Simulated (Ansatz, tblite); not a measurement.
Removing an electron: the cluster RuO2⁻ (the lowest doublet isomer of a short search). Total charge -1; doublet. Geometry: PBE0-D4/def2-TZVPD. Ansatz, gas phase; energy differences of separate SCF runs; the oxidised species is a singlet (the triplet lies 0.28 eV higher at PBE0-D4/def2-TZVPD).

Cartesian coordinates in Å:
```
Ru -0.040 0.258 -0.021
O 1.209 0.148 1.115
O -1.169 -0.406 -1.094
```

In the def2 sets Ru takes a core potential; there is no spin–orbit coupling. The xTB rows come from tblite. The structure comes from a short search, and lower isomers may exist.

| level | −HOMO (eV) | vertical IE (eV) | −LUMO (eV) | HOMO–LUMO gap (eV) | remarks |
| --- | --- | --- | --- | --- | --- |
| GFN1-xTB | – | 7.25 | – | – | – |
| PBE-D4/def2-TZVPD | -0.74 | 2.25 | -1.39 | 0.65 | HOMO above zero (-1 doublet), restricted SCF unstable in HF (singlet) |

(1) Estimate the rows for GFN2-xTB, PBE0-D4/def2-TZVPD.

Results:

(1) 
```json
{"level": "GFN2-xTB", "−HOMO (eV)": "–", "vertical IE (eV)": "8.17", "−LUMO (eV)": "–", "HOMO–LUMO gap (eV)": "–", "remarks": "–"}
{"level": "PBE0-D4/def2-TZVPD", "−HOMO (eV)": "0.35", "vertical IE (eV)": "2.37", "−LUMO (eV)": "-2.34", "HOMO–LUMO gap (eV)": "2.68", "remarks": "restricted SCF unstable in HF (singlet)"}
```

Run but left out: HF/def2-TZVPPD, MP2/def2-TZVPPD (doublet: ⟨S²⟩ 1.17, where a pure state has 0.75); r2SCAN-D4/def2-TZVPD (neutral singlet: restricted singlet with a triplet 0.02 eV lower at the same geometry); CCSD/def2-TZVPPD, CCSD(T)/def2-TZVPPD (neutral singlet: restricted singlet, unstable towards broken spin symmetry).  A HOMO above zero means that the electron is unbound at that level or that self-interaction error raises the level; the energy of removing that electron tells which. HOMO and LUMO are the levels of the spin that leaves or enters (xTB has no such levels and no spin-polarisation term). Other spin states of the ions may lie lower, which would lower the ionisation energy or raise the affinity. Raw xTB energy differences between charge states are shifted by several eV; the methods need an empirical correction for them.
